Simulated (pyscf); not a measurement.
**O=WH(OH)(OH)–OH, singlet**

Gas-phase minimum from PySCF at ωB97X-D3(BJ)/def2-SVP, one conformer. 

SMILES: [O]=[WH]([OH])([OH])[OH]
```xyz
9

O     -1.3303     1.3802     0.2413
W     -1.0808    -0.1495    -0.4218
O     -0.7443     0.1916    -2.2540
O      0.6439    -0.8737    -0.1456
O     -1.8682    -1.3300     0.8333
H     -2.5962    -0.5017    -1.1461
H     -1.3817     0.3061    -2.9644
H      1.0532    -1.7089    -0.3966
H     -2.7931    -1.5821     0.9063
```
Charge 0, spin multiplicity 1.

Bonded distances (Å): O1–W2 1.686, W2–O3 1.894, W2–O4 1.891, W2–O5 1.894, W2–H6 1.716, O3–H7 0.961, O4–H8 0.963, O5–H9 0.961. Angles (°): O1–W2–O3 104.1, O1–W2–O4 115.2, O1–W2–O5 104.1, O1–W2–H6 102.8, O3–W2–O4 92.8, O3–W2–O5 145.8, O3–W2–H6 77.6, O4–W2–O5 92.5, O4–W2–H6 142.0, O5–W2–H6 77.6, W2–O3–H7 128.2, W2–O4–H8 133.0, W2–O5–H9 127.8.

Properties at ωB97X-D3(BJ)/def2-SVP:

```yaml
harmonic_wavenumbers_unscaled: 90, 172, 216, 270, 281, 314, 342, 408, 509, 591, 612, 708, 739, 753, 798, 1082, 1097, 2030, 3930, 3958, 3961 cm⁻¹
zero_point_energy: 32.7 kcal/mol
rotational_symmetry_number: 1
Entropy of this conformer at 298 K and 1 atm, rigid rotor and harmonic oscillator, modes under 100 cm⁻¹ raised to 100: 361.0 J/(mol K)
dipole_moment: 3.81 D
```

Single-point totals, which compare only within one level:

| level | total energy (hartree) |
|---|---|
| ωB97X-D3(BJ)/def2-TZVP | -370.76954 |
| PBE/def2-TZVP | -370.44641 |
| r²SCAN/def2-TZVP | -370.60751 |
| B3LYP-D3(BJ)/def2-TZVP | -370.73969 |
| PBE0-D3(BJ)/def2-TZVP | -370.37018 |
| M06-2X/def2-TZVP | -370.44826 |
| ωB97M-D3(BJ)/def2-TZVP | -370.71031 |

Soft torsions are taken as harmonic, which can shift the entropy by several J/(mol K). Elements past Kr carry the def2 core potentials, without spin-orbit coupling.
